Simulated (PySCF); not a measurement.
CH₉NO₂Si₂, SMILES O[SiH](O)CN[SiH3].

Geometry optimised at B3LYP-D3(BJ)/def2-SVP. The structure was generated by enumeration, and PubChem lists no compound with its InChIKey, so it may never have been made. Other conformers were not sampled.

All values below come from TDA-LC-ωPBE/def2-SVPD in PySCF.

Vertical excitations. Gas-phase values at a fixed geometry.

Computed UV-visible absorptions:
```json
[
 {"state": "S1", "energy (eV)": "6.46", "λ (nm)": "192", "f": "0.009", "main pairs": "HOMO→LUMO 63 %, HOMO→LUMO+1 22 %"},
 {"state": "S2", "energy (eV)": "7.58", "λ (nm)": "164", "f": "0.015", "main pairs": "HOMO→LUMO+5 40 %, HOMO→LUMO+3 24 %, HOMO→LUMO+1 8 %, HOMO→LUMO+6 8 %"},
 {"state": "S3", "energy (eV)": "7.91", "λ (nm)": "157", "f": "0.045", "main pairs": "HOMO→LUMO+2 38 %, HOMO→LUMO+3 16 %, HOMO→LUMO 12 %, HOMO→LUMO+4 8 %"},
 {"state": "S4", "energy (eV)": "7.99", "λ (nm)": "155", "f": "0.005", "main pairs": "HOMO→LUMO+4 36 %, HOMO→LUMO+1 11 %, HOMO−1→LUMO+1 7 %, HOMO→LUMO+6 5 %"},
 {"state": "S5", "energy (eV)": "8.19", "λ (nm)": "151", "f": "0.018", "main pairs": "HOMO→LUMO+5 40 %, HOMO→LUMO+3 33 %"},
 {"state": "S6", "energy (eV)": "8.40", "λ (nm)": "148", "f": "0.036", "main pairs": "HOMO→LUMO+2 24 %, HOMO−1→LUMO 18 %, HOMO→LUMO+1 14 %, HOMO→LUMO+4 10 %"},
 {"state": "T1", "energy (eV)": "6.07", "λ (nm)": "204", "f": "0", "main pairs": "HOMO→LUMO 54 %, HOMO→LUMO+1 23 %, HOMO→LUMO+2 10 %"},
 {"state": "T2", "energy (eV)": "7.24", "λ (nm)": "171", "f": "0", "main pairs": "HOMO→LUMO+3 26 %, HOMO→LUMO+5 24 %, HOMO→LUMO+6 12 %, HOMO→LUMO+1 8 %"}
]
```
Triplets are in the Tamm–Dancoff approximation.
